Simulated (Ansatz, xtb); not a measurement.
# A geometry optimisation of CFSe with r2SCAN-D4/def2-SVP

The starting geometry of this gas-phase doublet has its atoms placed at random.

```yaml
atoms:
  - { symbol: C, position_ang: [-0.5829, 1.1975, 0.3828] }
  - { symbol: F, position_ang: [0.6320, -0.0901, -1.5442] }
  - { symbol: Se, position_ang: [0.0464, -0.9325, 0.2948] }
```

Problem. Guess where an optimisation with r2SCAN-D4/def2-SVP ends from this start.

Solution. It ends as a structure given below by its coordinates. Distances that change by over a tenth: C1–Se3 (2.22 → 1.74 Å). Contacts that close: F2–Se3 (2.11 → 1.82 Å).

The energy falls by 2.41 eV over 9 steps:

```tsv
step	E − E(last) (eV)
1	2.412
2	0.701
3	0.655
4	0.090
5	0.020
6	0.002
7	0.000
8	0.000
9	0.000
```

Final geometry (Å):

```xyz
3

C    -0.6580    1.0103    0.6679
F     0.7331   -0.3626   -1.6017
Se    0.0204   -0.4726    0.0672
```

From the same start GFN2-xTB reaches the same bonding as this run.

From so rough a start the end depends on the optimiser's path, so another program may land elsewhere. The end wasn't checked by frequencies. Open shells are spin-unrestricted. Run with Ansatz 0.2.0, 29 s on 1 thread of Intel(R) Xeon(R) 6975P-C (Granite Rapids), with other jobs on the host.
